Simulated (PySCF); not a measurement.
# `N#C[BH2-]C/C=C\C`, [C5H9BN]-, charge -1

Geometry:
```
atom   x (Å)   y (Å)   z (Å)
  C1  -2.025   0.404  -0.876
  C2  -1.767  -0.245   0.455
  C3  -0.599  -0.191   1.094
  C4   0.638   0.446   0.623
  B5   1.651  -0.694  -0.093
  C6   2.915   0.069  -0.575
  N7   3.859   0.629  -0.940
  H8  -1.993   1.494  -0.796
  H9  -1.261   0.105  -1.593
 H10  -3.002   0.120  -1.268
 H11  -2.599  -0.794   0.884
 H12  -0.517  -0.721   2.040
 H13   0.423   1.241  -0.095
 H14   1.171   0.890   1.469
 H15   1.986  -1.539   0.714
 H16   1.113  -1.207  -1.055
```

Total charge -1.

Method used: GIAO CAM-B3LYP/aug-pcSseg-1 magnetisability, rotational g tensor and spin-rotation constants, non-relativistic, gas phase in PySCF. Geometry: GFN2-xTB.

For an ion the centre-of-mass motion in the field is neglected.

Q: Give the nuclear spin-rotation constants along the inertial axes (H = +C I·J) beside the isotropic shieldings.

A: Rotational constants 6.5370, 1.1017, 1.0194 GHz. A star marks the isotopologue with that one atom substituted, in its own axes.
```tsv
atom	isotope	Caa (kHz)	Cbb (kHz)	Ccc (kHz)	mean (kHz)	σ (ppm)
B5	11B	0.843	0.156	0.126	0.375	140.0
N7	14N	0.452	0.220	0.204	0.292	-25.1
H8	1H	-0.626	-0.088	0.029	-0.228	30.0
H9	1H	-0.087	-0.068	-0.064	-0.073	29.5
H10	1H	-0.029	-0.086	-0.082	-0.066	30.8
H11	1H	0.235	-0.058	-0.072	0.035	26.9
H12	1H	-0.607	0.136	-0.091	-0.187	25.4
H13	1H	-0.616	0.030	-0.073	-0.220	30.3
H14	1H	-0.441	-0.048	-0.036	-0.175	30.7
H15	1H	-0.522	0.019	-0.060	-0.188	30.6
H16	1H	-0.422	-0.041	-0.022	-0.162	30.8
C1	13C*	0.995	0.144	0.140	0.426	171.5
C2	13C*	2.130	0.412	0.183	0.908	71.8
C3	13C*	2.338	0.608	0.196	1.047	23.1
C4	13C*	1.054	0.211	0.149	0.471	156.3
C6	13C*	0.814	0.521	0.476	0.604	31.3
```
For the geometry as given, no vibrational averaging.

Q: How do the rotational constants and the g tensor change when H8, H9, H10, H11, H12, H13, H14, H15, H16 are replaced by deuterium?

A: Constants 4.9177, 1.0071, 0.9236 GHz; g -0.0473, -0.0260, -0.0207, against -0.0619, -0.0280, -0.0222 before.
